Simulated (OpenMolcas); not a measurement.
**Mo3+: effect of the IPEA shift**

| Quantity | Value |
| --- | --- |
| Program | OpenMolcas 26.06 |
| Basis | ANO-RCC-VTZP [7s6p4d2f1g] |
| Scalar Hamiltonian | DKH2, point nucleus |
| Active space | 3 electrons in 5 orbitals (4d) |
| State averaging | 2S+1 = 4 even, 10 roots; 2S+1 = 2 even, 40 roots |
| Spin-orbit coupling | RASSI with atomic mean-field integrals over the reference wave functions, term energies averaged over their components |

Methods on the same reference wave functions:
A. CASSCF
B. MS-CASPT2, IPEA 0 Eh, imaginary shift 0.1 Eh (closed shells correlated: 4s 4p)
C. MS-CASPT2, IPEA 0.25 Eh, imaginary shift 0.1 Eh (closed shells correlated: 4s 4p)

Energies in cm⁻¹ above 4d³ ⁴F_3/2, the measured ground level; measured values from Sugar and Musgrove, J. Phys. Chem. Ref. Data 17, 155 (1988).

```csv
Level,A,B,C,Measured
4d³ ⁴F_3/2,0.0,0.0,0.0,0.0
4d³ ⁴F_5/2,739,763,759,778
4d³ ⁴F_7/2,1693,1722,1719,1760
4d³ ⁴F_9/2,2803,2810,2810,2865
4d³ ⁴P_1/2,13190,10350,10720,10338
4d³ ⁴P_3/2,13291,10310,10700,10331
4d³ ²G_7/2,14336,11420,11940,11580
4d³ ⁴P_5/2,14358,11600,11960,11612
4d³ ²G_9/2,15056,12200,12690,12311
4d³ ²P_1/2,18650,14080,14580,14348
4d³ ²H_9/2,18984,16280,16630,15995
4d³ ²H_11/2,19381,16700,17030,16357
4d³ ²D_5/2(1),21168,16710,17370,16809
4d³ ²D_3/2(1) [57 %],21396,16890,17460,17107
4d³ ²F_7/2,31021,25090,25650,24787
4d³ ²F_5/2,31366,25410,25980,25100
4d³ ²D_5/2(2),48234,40280,40540,38922
4d³ ²D_3/2(2),48630,40640,40960,39231
```

Deviations, from unrounded energies. A percentage is the sum of absolute deviations over the sum of measured energies, with the sign that they share, or ± where signs differ.

| Against measurement | Levels | A | B | C |
| --- | --- | --- | --- | --- |
| mean absolute deviation (cm-1) | 17 | 3800 | 300 | 560 |
| fine structure of the ground term (%) | 3 | -3.1 | -2.1 | -2.1 |
| other terms of the ground configuration (%) | 14 | +24.3 | ±1.9 | +3.5 |

B lies closest to measurement on these levels and A furthest from it. The largest miss of B in the table is 4d³ ²D_3/2(2), by +1400 cm-1. The ranking rests on the paired levels alone, and a cruder setting can come out closer through cancelling errors.

Between B and C the level of the table that moves most is 4d³ ²D_5/2(1), by 670 cm-1 (lowest in B, highest in C). Moves below CASPT2's spread within the term are not significant.

The mean deviations of B to C differ by less than CASPT2's widest spread within a term (1100 cm-1), so their order carries little weight.

From A to B the spin-free energies of the other terms of 4d³ shown, above ⁴F, scale by factors of 0.73 to 0.84, as is usual when dynamic correlation screens the repulsion within a d or f shell.

The lowest spin-free term lies below A's lowest term by 0.304 hartree in B, 0.295 hartree in C.

Term energies are means over components that CASPT2 splits; among the terms shown or strongly mixed into the levels shown the widest spread is 1100 cm-1 (4d³ ⁴F, B). The CASPT2 spread within a term exceeds the gap to the next term for 4d³ ²D(1) and 4d³ ²H, so the order of their levels is uncertain (figures for B; the like holds for C). Without dynamic correlation excited terms often stand tens of per cent too high (terms of higher spin than the ground term too low), and those without a measured partner can miss by more than the paired ones (holds for A). Computed and measured levels are paired by configuration, term and J; levels that our copy of the source lacks, or whose pairing is in doubt (as where it misses far off the trend of its configuration), stay unpaired and out of the deviations. Levels of configurations outside the active space are missing. The table leaves out levels that lie high or whose names do not pair safely across all columns.

A share in square brackets marks a mixed level and gives the weight of the term that names it, the lowest over the columns. A number in round brackets counts repeated terms of one configuration in the order of the reference energies.
